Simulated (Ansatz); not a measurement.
`CB(F)O[SiH3]` → B• + C• + F• + 6 H• + O• + Si•  (atomization)

Program: Ansatz. Geometries: PBE0-D4/def2-TZVP. ΔE: electronic, gas phase. CBS: MP2 limit from def2 TZ/QZ plus the TZ coupled-cluster correction, frozen cores. This one scheme is used for every species, atoms too. Functionals use def2-TZVPP. HSE06 is defined as in plane-wave codes. Open shells (•) are unrestricted, without spin–orbit coupling. Spin–orbit coupling would lower the free atoms: a little for B, C, F, O, Si. One conformer a species, not always the lowest.

Q: What is ΔE at CCSD(T)/CBS? (Best estimate.)

A: Ansatz gave: +4336.3 kJ/mol.

Q: What do these levels give: r2SCAN-D4, HSE06-D4, BHLYP-D4, PBE, revPBE, r2SCAN0, HF/def2-SVP, HF/def2-TZVPP, SCS-MP2/def2-TZVPP, CCSD/def2-TZVPP, SCS-MP2/def2-QZVPP, CCSD/CBS(def2)? (Estimate.)

A: Ansatz gave: r2SCAN-D4 4351.9, HSE06-D4 4316.5, BHLYP-D4 4240.1, PBE 4352.2, revPBE 4209.0, r2SCAN0 4288.0, HF/def2-SVP 3352.1, HF/def2-TZVPP 3337.9, SCS-MP2/def2-TZVPP 4292.5, CCSD/def2-TZVPP 4188.4, SCS-MP2/def2-QZVPP 4358.9, CCSD/CBS(def2) 4288.1 kJ/mol.

Q: What do rigid-rotor, harmonic-oscillator terms from PBE0-D4/def2-TZVP frequencies (298.15 K, 1 bar) make of the CCSD(T)/CBS value? (An estimate is asked.)

A: Computed: ΔZPE = -193.5 kJ/mol, ΔH = +4188.8 kJ/mol, ΔS = 1127 J/(mol·K), ΔG = +3852.8 kJ/mol. Open shells count their whole term as degenerate. Modes under 50 cm⁻¹ make the entropy rough.

Largest T1 diagnostic among the species: 0.014.

Leaving LDA and LC-ωPBE aside and taking each functional with its dispersion term where it has one, the values, not all of them listed here, spread over 130.7 kJ/mol, from BHLYP-D4 to PBE-D4. LDA lies +534.3 kJ/mol from PBE without D4, its usual overbinding. From r2SCAN to r2SCAN0 (25 % exact exchange), in def2-TZVPP and without D4, ΔE moves by −59.2 kJ/mol: exact exchange takes away binding that semilocal exchange gives to molecules. The D4 term adds +29.8 kJ/mol with B3LYP and +15.6 kJ/mol with PBE0; it sums over pairs of atoms, weighted by their polarisabilities, and B3LYP, whose exchange is more repulsive, gets the larger term.

B3LYP here is the variant with VWN-RPA as its local correlation; programs differ in this.

For atomizations the MP2-based limit and the directly extrapolated one differ by several kJ/mol either way, and by 10 to 25 for some Ge, Se and Sn compounds, so smaller differences from it don't rank the levels.
